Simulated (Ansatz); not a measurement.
Consider the isomerisation: `[SiH3]C[O][SnH3]` → `[CH3][SnH2][SiH2]O`.

Isolated molecules relaxed with PBE0-D4/def2-TZVP in Ansatz; ΔE leaves out vibrations. CCSD(T)/CBS adds triple-zeta CCSD(T) − MP2 to the extrapolated MP2 energy (def2 sets, frozen cores). Functionals use def2-TZVPP. Elements past krypton have def2 core potentials. For Sn outer-core shells are correlated without core-valence functions, which leaves a few kJ/mol of doubt a bond. Each species was taken in one conformer, which may not be the lowest.

| species | r2SCAN-D4 energy (Eh) |
| --- | --- |
| `[SiH3]C[O][SnH3]` | -621.94639 |
| `[CH3][SnH2][SiH2]O` | -622.01626 |

Problem. Work out ΔE.

Solution. ΔE = (-622.01626) − (-621.94639) = -0.06987 Eh = -1.90 eV. CCSD(T)/CBS gives -1.95 eV.

Largest T1 diagnostic among the species: 0.014.

From PBE to PBE0 (25 % exact exchange), in def2-TZVPP and without D4, ΔE moves by −0.06 eV. In def2-TZVPP, CCSD(T) changes the Hartree–Fock value by −0.10 eV (the triples alone add +0.01 eV) and MP2 by −0.21 eV.
